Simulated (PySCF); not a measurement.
Input and output of an EPR job on `CC[C]1COC(=O)O1` [radical].

Computed with PySCF 2.14.0, UKS B3LYP, pcH-1 on C H O, non-relativistic, mean-field spin-orbit, GIAO.

Input of the driver that calls PySCF (job settings, then Cartesian coordinates in Å):

```
{"job": {"kind": "epr", "basis": "pcH-1"}, "charge": 0, "multiplicity": 2}
C      1.9349     0.3557     0.3676
C      1.0935    -0.1376    -0.8248
C     -0.3555    -0.1176    -0.5391
C     -1.1442    -1.0551     0.3177
O     -2.2899    -0.2941     0.6521
C     -2.1991     0.9399     0.1140
O     -3.0131     1.7967     0.2313
O     -1.0488     1.0632    -0.5789
H      2.9876     0.3523     0.0991
H      1.6453     1.3682     0.6350
H      1.7922    -0.2903     1.2302
H      1.3887    -1.1570    -1.0785
H      1.2863     0.5114    -1.6803
H     -1.4603    -1.9692    -0.2066
H     -0.6219    -1.3585     1.2393
```

The self-consistent field part of the output:

```
UKS, coarse grid
  cycle   1  E = -420.17939208  |g| = 7.87e-01
  cycle   2  E = -419.61396862  |g| = 1.47e+00
  cycle   3  E = -420.37578102  |g| = 2.60e-01
  cycle   4  E = -420.39889117  |g| = 8.60e-02
  cycle   5  E = -420.40111818  |g| = 1.93e-02
  cycle   6  E = -420.40128720  |g| = 6.67e-03
  cycle   7  E = -420.40130561  |g| = 1.78e-03
  cycle   8  E = -420.40130833  |g| = 7.08e-04
UKS, final grid
  cycle   1  E = -420.40132335  |g| = 8.55e-04
  cycle   2  E = -420.40132297  |g| = 1.36e-03
  cycle   3  E = -420.40132363  |g| = 2.29e-04
  cycle   4  E = -420.40132365  |g| = 5.03e-05
  cycle   5  E = -420.40132365  |g| = 4.28e-05
  cycle   6  E = -420.40132365  |g| = 1.39e-05
E = -420.40132365 Eh   <S^2> = 0.7537 (exact 0.7500)
```

Q: What follows in the output?

A: 
```
g shifts (ppm)      1          2          3
  rmc          -189       -189       -189
  gc             -2         36         36
  oz_so         -26        861       1775
  total        -217        708       1622
hyperfine (MHz)  atom isotope    a_iso     a_fc   dipolar eigenvalues
    0   13C      64.56      64.56     -5.83     -5.79     11.62
    1   13C     -19.46     -19.46     -2.12     -1.25      3.37
    2   13C     145.47     145.47    -81.32    -79.77    161.09
    3   13C     -26.73     -26.73     -1.81     -0.80      2.61
    4   17O       0.85       0.85     -1.72      0.61      1.11
    5   13C      -1.22      -1.22     -2.17     -0.41      2.58
    6   17O      -1.89      -1.89     -8.57      3.84      4.72
    7   17O     -18.93     -18.93    -41.77     19.79     21.98
    8    1H      11.24      11.24     -3.61     -1.48      5.09
    9    1H      -4.21      -4.21     -4.67     -1.62      6.29
   10    1H      -4.19      -4.19     -4.69     -1.51      6.20
   11    1H      22.69      22.69     -5.56     -4.51     10.08
   12    1H      31.20      31.20     -5.38     -4.58      9.96
   13    1H     101.55     101.55     -4.99     -4.45      9.44
   14    1H     103.46     103.46     -4.03     -3.26      7.29
```

The program numbers atoms from 0. The g shifts stand along the tensor's principal axes 1 to 3: rmc is the relativistic mass correction, gc the gauge correction, oz_so the orbital-Zeeman/spin–orbit term. a_fc is the Fermi-contact part of a_iso, which also holds a spin–orbit part where one was computed. The run used 270 basis functions and 14 SCF iterations in all.

The run took 86 s (grids of density and orbitals included) on one thread of an Arm Neoverse V1, no GPU (shared host), and the process peaked at 0.96 GiB of memory.

Q: Where does the spin sit (Mulliken spin populations, atoms from 0)?

A: 2 C +0.88, 3 C -0.07, 1 C -0.06, 7 O +0.06, 0 C +0.05, 14 H +0.05, 13 H +0.04, 6 O +0.02. Over all atoms they add up to 1.

Geometry: GFN2-xTB, one conformer, isolated molecule.
Labels such as C1 count atoms from 1, the log's own numbers from 0.
